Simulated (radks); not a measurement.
Results of a calculation; reference values are marked as such.
Charge is removed step by step from the 2s1/2 level of the silver ion Ag42+, starting from [He] 2s2 2p1. Level of theory: Dirac Kohn-Sham, PBE, spin-unpolarised, spherical densities, point nucleus; open shells fill j = l - 1/2 first (a radial shooting solver on a logarithmic mesh with Libxc functionals).

removed (e)  E - E(0) (eV)  eigenvalue (eV)  E minus straight line (eV)
0                    0.000          -6819.6                       0.000
0.25                1710.4          -6864.0                     -16.583
0.5                 3432.0          -6908.2                     -22.086
0.75                5164.5          -6952.3                     -16.543
1                   6908.1          -6996.2                       0.000

Removing the whole electron costs 6908.1 eV by Delta-SCF, against 6819.6 eV from minus the eigenvalue at the starting occupation. Slater's transition state (half an electron removed) gives 6908.2 eV. Integrating minus the eigenvalue over the occupation (Janak's theorem) gives 6908.1 eV. The mean slope of the eigenvalue, de/dn, is 177 eV per electron.
